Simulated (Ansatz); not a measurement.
Program: Ansatz. Geometries: PBE0-D4/def2-TZVP. ΔE: electronic, gas phase. CCSD(T)/CBS adds triple-zeta CCSD(T) − MP2 to the extrapolated MP2 energy (def2 sets, frozen cores). This one scheme is used for every species. For Ge outer-core shells are correlated without core-valence functions, which leaves a few kJ/mol of doubt a bond. Scalar relativity is left out up to krypton. One conformer a species, not always the lowest.

Reaction (cleavage of the Si–Ge bond): `[OH][GeH2][SiH](O)O` + H₂S → `O[SiH](O)S` + `[OH][GeH3]`

`[OH][GeH2][SiH](O)O`:

Cartesian coordinates in Å:
```
O 0.175 0.545 1.921
Ge 0.808 -0.739 0.815
Si -0.575 -0.124 -1.027
O 0.425 0.563 -2.133
O -1.652 0.904 -0.343
H 0.618 0.593 2.770
H 2.332 -0.552 0.664
H 0.554 -2.115 1.470
H -1.367 -1.200 -1.675
H 0.046 0.859 -2.963
H -1.364 1.267 0.503
```

H₂S:

```xyz
3

S     0.376    0.472    0.141
H    -0.426    0.201   -0.900
H     0.050   -0.673    0.759
```

`O[SiH](O)S`:

Z-matrix (Å, degrees):
```
Si
O 1 1.629
S 1 2.137 2 115.3
O 1 1.641 2 106.1 3 -122.0
H 1 1.476 2 107.0 3 115.4
H 2 0.959 1 117.6 3 88.8
H 3 1.345 1 94.4 2 -64.7
H 4 0.959 1 116.5 2 161.4
```

`[OH][GeH3]`:

Z-matrix (Å, degrees):
```
Ge
O 1 1.783
H 1 1.531 2 104.3
H 1 1.541 2 109.9 3 119.6
H 1 1.541 2 109.9 3 -119.6
H 2 0.959 1 112.7 3 180.0
```

| species | MP2/def2-TZVPP energy (Eh) |
| --- | --- |
| `[OH][GeH2][SiH](O)O` | -2593.73221 |
| H₂S | -398.89878 |
| `O[SiH](O)S` | -839.53618 |
| `[OH][GeH3]` | -2153.11824 |

Problem. Work out ΔE.

Solution. ΔE = (-839.53618) + (-2153.11824) − (-2593.73221) − (-398.89878) = -0.02343 Eh = -61.5 kJ/mol. CCSD(T)/CBS gives -55.9 kJ/mol.

Largest T1 diagnostic among the species: 0.012.

In def2-TZVPP, CCSD(T) changes the Hartree–Fock value by +15.3 kJ/mol (the triples alone add +0.8 kJ/mol) and MP2 by +9.0 kJ/mol. From PBE to PBE0 (25 % exact exchange), in def2-TZVPP and without D4, ΔE moves by −5.3 kJ/mol.
